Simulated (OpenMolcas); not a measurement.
V2+ with 6 ligands (oxide) in octahedral coordination (Oh) at 2.17 Å. A charge of +1.67 e stands 2.6 Å behind each ligand. Ligand basis ANO-RCC-VDZP.
```
V     0.0000    0.0000    0.0000
O     2.1700    0.0000    0.0000
O     0.0000    2.1700    0.0000
O    -2.1700    0.0000    0.0000
O     0.0000   -2.1700    0.0000
O     0.0000    0.0000    2.1700
O     0.0000    0.0000   -2.1700
```

```
Program             : OpenMolcas
Method              : CASSCF
Basis               : ANO-RCC-VTZP [6s5p3d2f1g]
Scalar Hamiltonian  : DKH2, point nucleus
Active space        : 3 electrons in 5 orbitals (3d)
State averaging     : 2S+1 = 4 even, 10 roots; 2S+1 = 2 even, 40 roots
Spin-orbit coupling : state interaction with AMFI integrals over the reference wave functions
```

What is the spin-free ground state (labels of O, the rotations of Oh)?

4A2, 1-fold in its orbital part, 100 % from free-ion F terms; it has the highest spin that d3 allows.

Where is the first state of the same spin?

4T2 at 5190 cm-1 above the ground state.

What are the lowest two levels with spin-orbit coupling?

A 4-fold level Γ8, then a 2-fold level Γ7 5129 cm-1 above it. Their leading multiplicities are 4 (100 %) and 4 (100 %).

What is χT at 300 K, and how does it compare with the textbook value?

The lowest level has 2S+1 = 4, for which the spin-only value is χT = S(S+1) / 2 = 1.875 cm3 K/mol (g = 2). The computed 1.829 at 300 K differs by -0.046, through orbital momentum, spin-orbit coupling and any other state in reach.

Without dynamic correlation the repulsion within the d shell is too large (B by tens of per cent), so at a given field states of lower spin stand too high. The oxide ions are held by bare point charges, a crude embedding. Ligand-to-metal charge-transfer states are missing. With no ligand orbital active B as a rule stays too high, so bands that hang on it stand too high and its fall with covalency is understated. With metal d orbitals alone and no dynamic correlation the field as a rule comes out too small, by tens of per cent, by up to half for chloride and softer ligands. No measured value stands beside these numbers; the geometry is a model, was not optimised and need not be the one that this ion takes.
